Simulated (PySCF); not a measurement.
Isomers C$_{4}$H$_{9}$FOSi$_{2}$:

A. `O=C/C=C(\F)[SiH2]C[SiH3]`
B. `[SiH2]1[Si@H](C)C[C@]1(F)C=O`
C. `C(/C[SiH2]C=O)([SiH3])=C/F`

Spectrum 1. ¹³C{¹H} NMR (computed): δ 196.5 (C), 190.2 (CH), 130.6 (CH), -11.3 (CH2).

Spectrum 2. ¹³C{¹H} NMR (computed): δ 249.3 (CH), 159.6 (CH), 113.1 (C), 11.9 (CH2).

Spectrum 3. ¹³C{¹H} NMR (computed): δ 211.9 (CH), 106.5 (C), 26.5 (CH2), -4.2 (CH3).

PySCF 2.14.0 with density-fitted response routines calculation with geometry: GFN2-xTB and NMR shieldings at PBE0/pcSseg-1/GIAO; non-relativistic Hamiltonian, no solvent, a single conformation, averaged over atoms made equivalent by symmetry, fast rotation or ring inversion.

δ = σ(ref) − σ, references computed at the same level: ¹³C (σref 186.93) vs TMS. Splittings of carbon signals by F and P are missing where no couplings were computed. Shifts are as computed. Against solution values, carbons near 30 ppm lie about +3 ppm off and those near 130 ppm about +5 ppm. Of 1309 compounds with measured shifts, 239 miss one by over three times the rms of a fit or turn the order of signals round; such compounds aren't used in these exercises.

Which spectrum belongs to which compound?

## Answers

1–A, 2–C, 3–B.

- Spectrum 1 (A): 4 ¹³C signals; δC 196.5 is a β carbon of a C=C–C=O unit; δC 190.2 is an aldehyde carbonyl carbon.
- Spectrum 2 (C): 4 ¹³C signals; δC 159.6 is an alkene CH; δC 113.1 is a fully substituted alkene carbon.
- Spectrum 3 (B): 4 ¹³C signals; δC 211.9 is an aldehyde carbonyl carbon; δC 106.5 is a fully substituted sp3 carbon bonded to F and Si, α to a carbonyl.
